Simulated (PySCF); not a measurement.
Harmonic spectrum computed at PBE0 in the def2-TZVP basis family (core potentials from Rb on, PySCF, no spin–orbit coupling):

| symmetry | ω (cm⁻¹) | IR (km/mol, summed over degenerate members) |
| --- | --- | --- |
| e | 487 | 0.5 |
| a1 | 537 | 1.5 |
| a1 | 666 | 137 |
| e | 748 | 132 |
| e | 1870 | 568 |
| a1 | 1893 | 168 |

Task: Which molecule gave it? In each, all ligands are bound to the one heavy central atom.
A. H₃IS (singlet)
B. H₃PS (singlet)
C. H₃AsS (singlet)
D. H₃TaS (singlet)

Result: D. It has C3v symmetry with Ta–H 1.774 Å (×3), Ta–S 2.122 Å.
